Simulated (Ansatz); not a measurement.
Cost and result for the atomization energy of C$_{2}$H$_{2}$BrClO, SMILES `ClC1(Br)CO1` (7 atoms, 7 bonds).

Cartesian coordinates in Å:
```
Cl 0.513 0.270 -2.050
C -0.247 0.267 -0.478
Br -2.163 0.305 -0.595
C 0.400 -0.364 0.658
O 0.317 1.064 0.476
H 1.393 -0.782 0.528
H -0.212 -0.760 1.462
```

Total charge 0; spin multiplicity 1. Correlated methods include outer-core shells of Br, which these sets cover unevenly. Scalar relativity is left out up to krypton. All single points use the PBE0-D4/def2-TZVP geometry. Program: Ansatz. All runs use 4 threads of an Arm Neoverse V1 on a shared host. Times are those of one run each, without the atoms' runs, and a repeat can differ threefold. Electronic energies, without spin–orbit coupling; frozen cores. CCSD(T)/CBS adds CCSD(T) − MP2 in def2-TZVPP to the MP2 limit, and its time is that of the two runs behind it. T1 = 0.010. With those shells the extrapolation isn't a true limit. B3LYP takes the VWN-RPA correlation (the form of Gaussian; ORCA's B3LYP/G).

CCSD(T)/CBS is a level of theory with its own doubt, some kJ/mol a heavy atom from the limit and from the frozen cores, so smaller differences don't rank the functionals.

```json
{"level": "LDA (SPW92)/def2-TZVPP", "functions": "211", "wall time": "1.3 s"}
{"level": "BLYP-D4/def2-TZVPP", "functions": "211", "wall time": "2.1 s"}
{"level": "revPBE-D4/def2-TZVPP", "functions": "211", "wall time": "2.1 s"}
{"level": "BHLYP-D4/def2-TZVPP", "functions": "211", "wall time": "3.5 s"}
{"level": "PBE0-D4/def2-TZVPP", "functions": "211", "wall time": "3.5 s"}
{"level": "CAM-B3LYP-D4/def2-TZVPP", "functions": "211", "wall time": "3.8 s"}
{"level": "B3LYP-D4/def2-TZVPP (with forces)", "functions": "211", "wall time": "5.5 s"}
{"level": "B2PLYP/def2-TZVPP", "functions": "211", "wall time": "5.5 s"}
{"level": "CCSD(T)/def2-SVP", "functions": "102", "wall time": "6.5 s"}
{"level": "ωB97M-V/def2-TZVPP (with forces)", "functions": "211", "wall time": "13 s"}
{"level": "MP2/def2-QZVPP", "functions": "390", "wall time": "20 s"}
{"level": "CCSD(T)/def2-TZVPP", "functions": "211", "wall time": "2.4 min"}
{"level": "CCSD(T)/CBS(def2)", "functions": "–", "wall time": "2.8 min"}
```

Problem. What atomization energy does each give, and how far from CCSD(T)/CBS? (Best estimate.)

Solution. The calculation gave: 
```csv
level,atomization (kcal/mol),difference from CCSD(T)/CBS,per bond
LDA (SPW92)/def2-TZVPP,724.5,128.3,18.3
BLYP-D4/def2-TZVPP,597.0,0.8,0.1
revPBE-D4/def2-TZVPP,607.5,11.3,1.6
BHLYP-D4/def2-TZVPP,558.7,-37.5,-5.3
PBE0-D4/def2-TZVPP,606.3,10.1,1.5
CAM-B3LYP-D4/def2-TZVPP,592.7,-3.5,-0.5
B3LYP-D4/def2-TZVPP (with forces),590.4,-5.8,-0.8
B2PLYP/def2-TZVPP,586.0,-10.2,-1.5
CCSD(T)/def2-SVP,556.7,-39.5,-5.6
ωB97M-V/def2-TZVPP (with forces),598.2,2.0,0.3
MP2/def2-QZVPP,614.7,18.5,2.6
CCSD(T)/def2-TZVPP,576.0,-20.2,-2.9
CCSD(T)/CBS(def2),596.2,0.0,0.0
```

From BLYP to BHLYP (50 % exact exchange), in def2-TZVPP and without D4, the atomization energy moves by −34.0 kcal/mol: exact exchange takes away binding that semilocal exchange gives to molecules. Leaving LDA and LC-ωPBE aside and taking each functional with its dispersion term where it has one, the values, not all of them listed here, spread over 70.6 kcal/mol, from BHLYP-D4 to PBE-D4. LDA lies +99.7 kcal/mol from PBE without D4, its usual overbinding. In def2-TZVPP, CCSD(T) changes the Hartree–Fock value by +192.2 kcal/mol (the triples alone add +16.7 kcal/mol) and MP2 by +219.1 kcal/mol; breaking electron pairs costs correlation energy, which Hartree–Fock lacks.
